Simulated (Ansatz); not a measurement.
Calculated with Ansatz (gas phase, PBE0-D4/def2-TZVP geometries, no zero-point term in ΔE). CCSD(T)/CBS is the MP2 limit (def2-TZVPP, def2-QZVPP) plus CCSD(T) − MP2 in def2-TZVPP, frozen cores. DFT in def2-TZVPP. B3LYP here is the variant with VWN-RPA as its local correlation; programs differ in this. For Se outer-core shells are correlated without core-valence functions, which leaves a few kJ/mol of doubt a bond. Scalar relativity is left out up to krypton. One conformer a species, not always the lowest.

Consider the redistribution: `O[SiH](O)[SiH](Cl)Cl` + `FC=[Se]` → `O[SiH](O)[Si](F)(Cl)Cl` + `C=[Se]`.

```
             level  ΔE (kJ/mol)  difference from CCSD(T)/CBS
         r2SCAN-D4       -174.0                         19.1
          B3LYP-D4       -179.8                         13.3
           ωB97X-V       -178.2                         14.9
           ωB97M-V       -181.8                         11.3
            r2SCAN       -173.6                         19.5
              PBE0       -170.9                         22.2
             B3LYP       -177.8                         15.3
    MP2/def2-QZVPP       -195.8                         -2.7
SCS-MP2/def2-QZVPP       -196.3                         -3.2
     MP2/CBS(def2)       -196.2                         -3.1
       CCSD(T)/CBS       -193.1                            0
```

Largest T1 diagnostic among the species: 0.016.

From PBE to PBE0 (25 % exact exchange), in def2-TZVPP and without D4, ΔE moves by −11.9 kJ/mol. In def2-TZVPP, CCSD(T) changes the Hartree–Fock value by +9.4 kJ/mol (the triples alone add +4.2 kJ/mol) and MP2 by +6.3 kJ/mol.
